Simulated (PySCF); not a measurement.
**Working out the excitation energy of B⁺**

B⁺ [He] 2s2 (1S) → B⁺ [He] 2s1 3d1 (3D). All numbers are calculated (PySCF 2.14, the non-relativistic Hamiltonian (point nucleus), in aug-cc-pVTZ). Frozen: 1s2. Energies in hartree (1 hartree = 27.21139 eV):

```csv
part,B⁺ (lower),B⁺ (upper)
UHF,-24.236816,-23.602304
CCSD correlation,-0.059811,-0.007838
(T),0.000000,0.000000
```

What does Hartree-Fock give?

(-23.602304) − (-24.236816) = 0.634512 hartree = 17.266 eV.

What do CCSD and CCSD(T) give?

The CCSD correlation energies differ by 0.051973 hartree = 1.414 eV and the triples by 0.000000 hartree = 0.000 eV, so CCSD gives 18.680 eV and CCSD(T) 18.680 eV.
